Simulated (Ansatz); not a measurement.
`F[Si@@H]1O[C@H]1[SiH3]` + `N[SiH2]F` → `F[SiH2]N[SiH3]` + `F[SiH]1CO1` at 700 K and 1 bar (ligand exchange at the Si–C bond).

Gas-phase electronic energies from Ansatz, PBE0-D4/def2-TZVP geometries. CCSD(T)/CBS adds triple-zeta CCSD(T) − MP2 to the extrapolated MP2 energy (def2 sets, frozen cores). This one scheme is used for every species. One conformer a species, not always the lowest.

| species | CCSD(T)/CBS energy (Eh) | H − E (kJ/mol) | S (J/(mol·K)) |
| --- | --- | --- | --- |
| `F[Si@@H]1O[C@H]1[SiH3]` | -794.22484 | 228.5 | 461.2 |
| `N[SiH2]F` | -446.07709 | 173.7 | 359.9 |
| `F[SiH2]N[SiH3]` | -736.37696 | 238.5 | 454.3 |
| `F[SiH]1CO1` | -503.94479 | 163.2 | 364.1 |

H − E and S are ideal-gas, rigid-rotor, harmonic terms from PBE0-D4/def2-TZVP, for one conformer and one mirror image of each species. 1 Eh = 2625.50 kJ/mol, R = 8.31446 J/(mol·K).

Problem. By hand: ΔE, ΔH, ΔS and ΔG.

Solution. ΔE = (-736.37696) + (-503.94479) − (-794.22484) − (-446.07709) = -0.01982 Eh = -52.0 kJ/mol. Δ(H − E) = 238.5 + 163.2 − 228.5 − 173.7 = -0.5, so ΔH = -52.5 kJ/mol. ΔS = 454.3 + 364.1 − 461.2 − 359.9 = -2.7 J/(mol·K). ΔG = -52.5 − 700 × (-2.7)/1000 = -50.6 kJ/mol.

Problem. By hand: the equilibrium constant, and the temperature at which ΔG would vanish if ΔH and ΔS stayed fixed.

Solution. log₁₀ K = −ΔG/(RT ln 10) = 3.8. ΔG = 0 at ΔH/ΔS = 19444 K, far beyond where these terms or the molecules hold.

The number of gas molecules stays the same, so ΔS is small and ΔH decides. A doubt of 5 kJ/mol in ΔE shifts log₁₀ K by 0.4 here. Other conformers and mirror images would add mixing entropy, several J/(mol·K) or more a flexible species. These are equilibria of isolated gas molecules and say nothing of rates. Largest T1 diagnostic: 0.014 (customary marks: 0.02 for closed shells, 0.045 for open ones).
